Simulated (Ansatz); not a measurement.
A run on `[F][Zr]([SH])([SH])[SH]` with other settings.

```yaml
crystal:
  periodic: [false, false, false]
  atoms:
    - {symbol: F, position_ang: [-1.558568, 0.262657, 1.183412]}
    - {symbol: Zr, position_ang: [-0.064855, 0.010911, 0.048666]}
    - {symbol: S, position_ang: [2.027754, 0.220583, 1.255822]}
    - {symbol: S, position_ang: [-0.015061, 1.638526, -1.748142]}
    - {symbol: S, position_ang: [-0.076706, -2.185003, -0.979927]}
    - {symbol: H, position_ang: [1.505755, -0.452611, 2.302628]}
    - {symbol: H, position_ang: [-0.407332, 2.609151, -0.896378]}
    - {symbol: H, position_ang: [-1.410978, -2.104214, -1.166081]}
basis:
  gaussian: {orbitals: def2-mTZVPP, final_grid: {core_spheres: 8, valence_spheres: 7, degree: 23}}
total_charge: 1
magnetization: {spin_polarized: true, initial_magnetization: 1}
hamiltonian: {xc: {name: HF}}
correlation: {method: mp2}
accuracy: high
output: {forces: true}
```

```sh
$ ansatz run in.yaml --threads 4 --pin off --events-out ev --progress --plain --max-ram 10444MiB
```

Output, abridged:

```
Functional definition: HF
  name "HF"
  cite "Fock, Z. Phys. 61, 126 (1930) doi:10.1007/BF01340294"
  parent pbe
  exchange = exact_x
  correlation = 0
3068 factors; integrals over basis functions are off by at most 2.9e-8 eV
mean field evaluation 1: about -36464.3305 eV, gradient 3.7e1 eV
mean field evaluation 2: about -36464.3745 eV, gradient 3.7e1 eV
mean field evaluation 4: about -36469.7598 eV, gradient 3.0e0 eV
mean field evaluation 8: about -36469.9498 eV, gradient 8.6e-1 eV
mean field evaluation 16: about -36470.0013 eV, gradient 8.9e-2 eV
mean field evaluation 64: about -36470.4116 eV, gradient 8.0e-7 eV
mean field -36470.41180079 eV, -1340.2629131460 hartree, gradient 2.5e-8 eV, S^2 0.762723; 13 other end points of the search recorded, 0 dependent functions left out
16 core orbitals not correlated: weight in the atoms' cores, before any rotation towards them, 1.000 or more for the frozen orbitals, at most 0.000 for the correlated occupied ones
reference -36470.41180079 eV, -1340.2629131460 hartree; 20, 19 occupied and 117, 118 virtual orbitals, 3068 factors
second order -24.40019550 eV of doubles, -0.00000000 eV of singles
the calculation of the forces begins
Total energy: -36494.81199629 eV, -1341.1596037915 hartree
Atom 0 at    -1.558568     0.262657     1.183412 Å, force     0.110837     0.108068     0.083338 eV/Å
Atom 1 at    -0.064855     0.010911     0.048666 Å, force    -3.060573    -0.396978    -2.139878 eV/Å
Atom 2 at     2.027754     0.220583     1.255822 Å, force     2.656374     0.182049     1.472532 eV/Å
Atom 3 at    -0.015061     1.638526    -1.748142 Å, force     0.192216    -0.091271     0.245455 eV/Å
Atom 4 at    -0.076706    -2.185003    -0.979927 Å, force     0.152593     0.287526    -0.094011 eV/Å
Atom 5 at     1.505755    -0.452611     2.302628 Å, force     0.107002     0.003824     0.304269 eV/Å
Atom 6 at    -0.407332     2.609151    -0.896378 Å, force    -0.095199     0.056198    -0.037261 eV/Å
Atom 7 at    -1.410978    -2.104214    -1.166081 Å, force    -0.063249    -0.149417     0.165557 eV/Å
Dipole moment:     0.692608     0.102486     0.751870 e Å
```

It took 54 s on 4 threads of an Arm Neoverse V1 on a shared host, with 1.1 GiB of host memory at the peak.
